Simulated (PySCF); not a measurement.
Si(CCH)(H)3 (C₂H₄Si), SMILES C#C[SiH3]. Atoms are numbered in the order given.

```xyz
7

Si     0.0000     0.0000    -1.0595
C      0.0000     0.0000     0.7655
C      0.0000     0.0000     1.9744
H      1.2087     0.6979    -1.5489
H      0.0000    -1.3957    -1.5489
H     -1.2087     0.6979    -1.5489
H      0.0000     0.0000     3.0397
```
Charge 0, spin multiplicity 1.

The structure is a stationary point at TPSSh-D3(BJ)/def2-TZVP.

Level of theory: PySCF with B3LYP/pcJ-1.

Isotropic couplings with Fermi-contact, spin-dipole and both spin-orbit terms, one fixed conformer, no vibrational averaging. Isotopes: 13C, 1H, 29Si.

Problem. Estimate the spin–spin coupling constants. (Estimate from the structure and the level; the computed values follow.)

Solution. 
```json
[
 {"pair": "Si1–C2", "bonds apart": "1", "J (Hz)": "-99.9"},
 {"pair": "Si1–H4", "bonds apart": "1", "J (Hz)": "-229.7"},
 {"pair": "Si1–H5", "bonds apart": "1", "J (Hz)": "-229.7"},
 {"pair": "Si1–H6", "bonds apart": "1", "J (Hz)": "-229.7"},
 {"pair": "C2–C3", "bonds apart": "1", "J (Hz)": "175.3"},
 {"pair": "C3–H7", "bonds apart": "1", "J (Hz)": "259.4"},
 {"pair": "Si1–C3", "bonds apart": "2", "J (Hz)": "-20.3"},
 {"pair": "C2–H4", "bonds apart": "2", "J (Hz)": "5.5"},
 {"pair": "C2–H5", "bonds apart": "2", "J (Hz)": "5.5"},
 {"pair": "C2–H6", "bonds apart": "2", "J (Hz)": "5.5"},
 {"pair": "C2–H7", "bonds apart": "2", "J (Hz)": "46.7"},
 {"pair": "H4–H5", "bonds apart": "2", "J (Hz)": "4.4"},
 {"pair": "H4–H6", "bonds apart": "2", "J (Hz)": "4.4"},
 {"pair": "H5–H6", "bonds apart": "2", "J (Hz)": "4.4"},
 {"pair": "Si1–H7", "bonds apart": "3", "J (Hz)": "-5.4"},
 {"pair": "C3–H4", "bonds apart": "3", "J (Hz)": "4.4"},
 {"pair": "C3–H5", "bonds apart": "3", "J (Hz)": "4.4"},
 {"pair": "C3–H6", "bonds apart": "3", "J (Hz)": "4.4"},
 {"pair": "H4–H7", "bonds apart": "4", "J (Hz)": "-2.5"},
 {"pair": "H5–H7", "bonds apart": "4", "J (Hz)": "-2.5"},
 {"pair": "H6–H7", "bonds apart": "4", "J (Hz)": "-2.5"}
]
```
